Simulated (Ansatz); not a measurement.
Two isomers of CH6BNOSi: A = `C[SiH]1NB1O`, B = `BO/C=N\[SiH3]`.

Isolated molecules relaxed with PBE0-D4/def2-TZVP in Ansatz; ΔE leaves out vibrations. CCSD(T)/CBS adds triple-zeta CCSD(T) − MP2 to the extrapolated MP2 energy (def2 sets, frozen cores). Functionals use def2-TZVPP. B3LYP here is the variant with VWN-RPA as its local correlation; programs differ in this. Each species was taken in one conformer, which may not be the lowest.

A:

```xyz
11

C     0.922   -1.706   -0.035
Si    0.744    0.152   -0.071
N    -0.741    0.814   -0.744
B    -0.722    1.199    0.600
O    -1.495    1.898    1.462
H     0.012   -2.181    0.335
H     1.749   -1.990    0.622
H     1.144   -2.098   -1.031
H     1.994    0.741   -0.630
H    -1.310    0.925   -1.569
H    -2.297    2.247    1.061
```

B:

Z-matrix (Å, degrees):
```
Si
N 1 1.747
H 1 1.487 2 110.8
H 1 1.487 2 110.7 3 -121.8
H 1 1.481 2 107.4 3 119.1
C 2 1.241 1 125.7 3 60.3
O 6 1.378 2 123.7 1 0.1
H 6 1.095 2 123.8 1 -180.0
B 7 1.358 6 121.3 2 -179.7
H 9 1.199 7 119.6 6 -0.0
H 9 1.192 7 116.7 6 -180.0
```

(1) Which is lower in electronic energy at CCSD(T)/CBS, and by how much? (Estimate.)

(2) Give E(B) − E(A) in kcal/mol with B3LYP, r2SCAN-D4, HF/def2-TZVPP, CCSD/def2-TZVPP, PBE-D4, CCSD(T)/def2-TZVPP, B2PLYP. (Best estimate.)

Largest T1 diagnostic: 0.015.

Answers

(1) The calculation gave: A, by 33.6 kcal/mol.

(2) The calculation gave: B3LYP 29.6, r2SCAN-D4 35.3, HF/def2-TZVPP 20.0, CCSD/def2-TZVPP 31.2, PBE-D4 36.7, CCSD(T)/def2-TZVPP 31.6, B2PLYP 30.5. None reverses the order clearly.

From PBE to PBE0 (25 % exact exchange), in def2-TZVPP and without D4, E(B) − E(A) moves by +0.9 kcal/mol. In def2-TZVPP, CCSD(T) changes the Hartree–Fock value by +11.6 kcal/mol (the triples alone add +0.4 kcal/mol) and MP2 by +14.6 kcal/mol.
